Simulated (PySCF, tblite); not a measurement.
Isomers of C6H10OS2Si, one GFN2-xTB conformer each. Single-point energies are computed at PBE0/pcSseg-1 (PySCF, gas phase, no added dispersion term), electronic only.

```json
{"SMILES": "CC(=S)/C=C\\[Si@H]1OCCS1", "GFN2-xTB relative energy (kJ/mol)": "24.1"}
{"SMILES": "CS[SiH2]SCc1ccco1", "GFN2-xTB relative energy (kJ/mol)": "0.0"}
{"SMILES": "C=C([SiH2]OC(C)=S)C(C)=S", "GFN2-xTB relative energy (kJ/mol)": "97.6"}
```

Conformers: `[CH3:1][C:2](=[S:3])/[CH:4]=[CH:5]\[Si@H:6]1[O:7][CH2:8][CH2:9][S:10]1` with C1–C2–C4–C5 175°, C4–C5–Si6–O7 93°, C5–Si6–O7–C8 113°, Si6–O7–C8–C9 -35°, O7–C8–C9–S10 48°, C8–C9–S10–Si6 -35°; `[CH3:1][S:2][SiH2:3][S:4][CH2:5][c:6]1[cH:7][cH:8][cH:9][o:10]1` with C1–S2–Si3–S4 42°, S2–Si3–S4–C5 162°, Si3–S4–C5–C6 52°, S4–C5–C6–C7 90°; `[CH2:1]=[C:2]([SiH2:3][O:4][C:5]([CH3:6])=[S:7])[C:8]([CH3:9])=[S:10]` with C1–C2–Si3–O4 141°, C2–Si3–O4–C5 -40°, Si3–O4–C5–C6 176°, C1–C2–C8–C9 -32°.

Q: What does PBE0/pcSseg-1 give for the same structures?

A: 
```
                  SMILES  PBE0/pcSseg-1 E (Eh)  PBE0/pcSseg-1 (kJ/mol)  GFN2-xTB (kJ/mol)  point group
 CC(=S)/C=C\[Si@H]1OCCS1           -1394.94054                     0.0               24.1           C1
       CS[SiH2]SCc1ccco1           -1394.93370                    18.0                0.0           C1
C=C([SiH2]OC(C)=S)C(C)=S           -1394.90409                    95.7               97.6           C1
```

GFN2-xTB puts CS[SiH2]SCc1ccco1 lowest instead; measured from each level's own lowest isomer, the values differ by up to 24.1 kJ/mol (CC(=S)/C=C\[Si@H]1OCCS1: 24.1 against 0.0). 

Q: Which frontier levels, dipoles and rotational constants go with these structures?

A: 
```json
{"SMILES": "CC(=S)/C=C\\[Si@H]1OCCS1", "HOMO (eV, PBE0/pcSseg-1)": "-6.21", "LUMO (eV)": "-3.18", "dipole (D)": "3.95", "A, B, C (MHz)": "2075, 513.1, 453.2"}
{"SMILES": "CS[SiH2]SCc1ccco1", "HOMO (eV, PBE0/pcSseg-1)": "-6.58", "LUMO (eV)": "-0.53", "dipole (D)": "2.66", "A, B, C (MHz)": "1767, 454.7, 409.0"}
{"SMILES": "C=C([SiH2]OC(C)=S)C(C)=S", "HOMO (eV, PBE0/pcSseg-1)": "-6.51", "LUMO (eV)": "-2.57", "dipole (D)": "1.42", "A, B, C (MHz)": "1090, 677.5, 659.7"}
```

Q: What happens when harmonic zero-point energies from GFN2-xTB frequencies are added?

A: 
```csv
SMILES,ZPE (kJ/mol),electronic (kJ/mol),with ZPE (kJ/mol)
CC(=S)/C=C\[Si@H]1OCCS1,383.9,0.0,0.0
CS[SiH2]SCc1ccco1,376.9,18.0,11.0
C=C([SiH2]OC(C)=S)C(C)=S,368.5,95.7,80.3
```

The zero-point energies span 15.4 kJ/mol. The order is unchanged.
